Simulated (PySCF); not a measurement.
## What each rung costs, and what it gives

Saddle point of ZnH2BrCl, closed shell (ZnBrCl + H₂ → ZnHCl ([Cl][ZnH]) + HBr; bonds formed: Zn1–H5, Br2–H4; bonds broken: Zn1–Br2, H4–H5), PBE0-D4/def2-TZVP structure:

```xyz
5
angstrom
Zn -0.5440 0.0666 0.3914
Br 1.0860 -0.8308 -1.4807
Cl -2.4727 -0.6102 0.8644
H 1.1460 0.3551 -0.3283
H 0.7846 1.0193 0.5532
```

Barriers are electronic and count from the start structure reached by relaxing down the imaginary mode.

Computed with PySCF 2.14 with density fitting (its default auxiliary sets; JK sets also for MP2 and CCSD(T)) (basis: as named in each row); correlated methods freeze the cores. The 3s and 3p shells of Cu and Zn are frozen; filled d shells are correlated. The def2 sets are not built for correlating such inner shells, so the correlated values are less sure here. B3LYP uses VWN-RPA correlation. Extrapolation: Hartree–Fock as exp(−7.88 √X), correlation as X^−2.97.

Times are rough, for one single point on 4 threads of a shared host (Arm Neoverse V1).

The estimate by CCSD(T) at an estimated basis limit (MP2 extrapolated from triple and quadruple zeta, plus CCSD(T) − MP2 in triple zeta) is 166.6 kJ/mol.

| method | basis | time (s) | barrier (kJ/mol) | method less estimate |
| --- | --- | --- | --- | --- |
| HF | STO-3G | 1 | 328.5 | 161.9 |
| PBE0-D4 | def2-SVP | 4 | 138.4 | -28.2 |
| PBE-D4 | def2-SVP | 4 | 122.9 | -43.7 |
| SPW92 | def2-TZVPP | 6 | 101.6 | -65.0 |
| MP2 | def2-QZVPP | 8 | 167.8 | 1.1 |
| PBE-D4 | def2-TZVPP | 9 | 131.3 | -35.3 |
| PBE0-D4 | def2-TZVPP | 9 | 145.2 | -21.5 |
| B3LYP-D4 | def2-TZVPP | 9 | 155.0 | -11.6 |
| BHLYP-D4 | def2-TZVPP | 9 | 171.4 | 4.8 |
| r2SCAN-D4 | def2-TZVPP | 18 | 140.8 | -25.8 |
| CCSD(T) | def2-SVP | 20 | 164.8 | -1.8 |
| wB97M-V | def2-TZVPP | 98 | 162.8 | -3.8 |
| CCSD(T) | def2-TZVPP | 490 | 161.2 | -5.4 |

All methods are single points on the PBE0-D4 structures.

T1 diagnostic: at most 0.012.

Labels in which every atom is bracketed show which atoms are joined, not bond orders.
